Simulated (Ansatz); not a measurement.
`O[AsH]O` + H₂ → `O[AsH2]` + H₂O at 298.15 K and 1 bar (hydrogenolysis of the As–O bond).

Calculated with Ansatz (gas phase, PBE0-D4/def2-TZVP geometries, no zero-point term in ΔE). CCSD(T)/CBS is the MP2 limit (def2-TZVPP, def2-QZVPP) plus CCSD(T) − MP2 in def2-TZVPP, frozen cores. This one scheme is used for every species. For As outer-core shells are correlated without core-valence functions, which leaves a few kJ/mol of doubt a bond. Scalar relativity is left out up to krypton. Each species was taken in one conformer, which may not be the lowest.

```
  species  CCSD(T)/CBS energy (Eh)  H − E (kJ/mol)  S (J/(mol·K))
`O[AsH]O`              -2387.17262           109.9          291.1
       H₂                 -1.17544            35.1          130.4
`O[AsH2]`              -2311.97217            89.1          265.7
      H₂O                -76.37941            66.4          188.7
```

H − E and S are ideal-gas, rigid-rotor, harmonic terms from PBE0-D4/def2-TZVP, for one conformer and one mirror image of each species. The MP2-based limit puts H₂ 0.8 mEh under its directly extrapolated value; such offsets cancel only in part. 1 Eh = 2625.50 kJ/mol, R = 8.31446 J/(mol·K).

Q: By hand: ΔE, ΔH, ΔS and ΔG.

A: ΔE = (-2311.97217) + (-76.37941) − (-2387.17262) − (-1.17544) = -0.00352 Eh = -9.2 kJ/mol. Δ(H − E) = 89.1 + 66.4 − 109.9 − 35.1 = 10.5, so ΔH = 1.3 kJ/mol. ΔS = 265.7 + 188.7 − 291.1 − 130.4 = 32.9 J/(mol·K). ΔG = 1.3 − 298.15 × (32.9)/1000 = -8.5 kJ/mol.

Q: By hand: the equilibrium constant, and the temperature at which ΔG would vanish if ΔH and ΔS stayed fixed.

A: log₁₀ K = −ΔG/(RT ln 10) = 1.5. ΔG = 0 at ΔH/ΔS = 40 K, though so small a ΔH makes that figure unsure.

TΔS isn't small against ΔH here. A doubt of 5 kJ/mol in ΔE shifts log₁₀ K by 0.9 here. Other conformers and mirror images would add mixing entropy, several J/(mol·K) or more a flexible species. These are equilibria of isolated gas molecules and say nothing of rates. Largest T1 diagnostic: 0.013 (customary marks: 0.02 for closed shells, 0.045 for open ones).
